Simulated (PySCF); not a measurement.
PySCF job for 1-fluorobutane (C₄H₉F), SMILES CCCCF, PBE0/pcSseg-1. Geometry: r2SCAN-D4/def2-SVP. Other conformers were not sampled.

```python
import numpy as np
from pyscf import gto, scf, dft
from pyscf.prop.nmr import rks as nmr

mol = gto.M(
    atom='''
    C     2.37135942   -0.05349633    0.09989691
    C     0.92447073   -0.48710041   -0.09805032
    C    -0.03273782    0.68765425   -0.28266071
    C    -1.47693286    0.26267925   -0.42345246
    F    -1.88292062   -0.42057656    0.71341720
    H     2.74013286    0.52240095   -0.76542500
    H     2.47606519    0.58794194    0.99058959
    H     3.03906741   -0.91880153    0.23305263
    H     0.58301278   -1.08011055    0.76756549
    H     0.84854793   -1.15681538   -0.97512814
    H     0.05014924    1.37706519    0.57768869
    H     0.24424514    1.27369722   -1.17893604
    H    -2.14250446    1.13439353   -0.55523768
    H    -1.60938750   -0.41300274   -1.28932467
    ''',
    basis='pcSseg-1',
    charge=0,
    spin=0,
    max_memory=1600,
    verbose=3,
)
mf = dft.RKS(mol, xc='pbe0')
mf.grids.level = 3
mf.conv_tol = 1e-10
mf.max_cycle = 100
mf.kernel()
n = nmr.NMR(mf)
n.verbose = 2
n.max_cycle_cphf = 60
sigma = n.kernel()
print('atom   isotropic/ppm   span/ppm')
for i, s in enumerate(sigma):
    w = np.linalg.eigvalsh((s + s.T) / 2)
    print(f'{mol.atom_symbol(i):2s}{i + 1:3d} {w.mean():14.3f} {w[2] - w[0]:11.3f}')
```

Log of the run:

```
converged SCF energy = -257.366365260847
atom   isotropic/ppm   span/ppm
C   1        167.926      28.006
C   2        161.705      23.306
C   3        147.619      30.204
C   4         98.638      87.501
F   5        417.379      75.197
H   6         30.367       9.822
H   7         30.347      10.059
H   8         29.963      11.629
H   9         29.443      10.073
H  10         30.190      10.239
H  11         29.581       8.329
H  12         30.214       8.802
H  13         26.603       8.678
H  14         26.922       8.287
```

The calculation finished and met its thresholds.
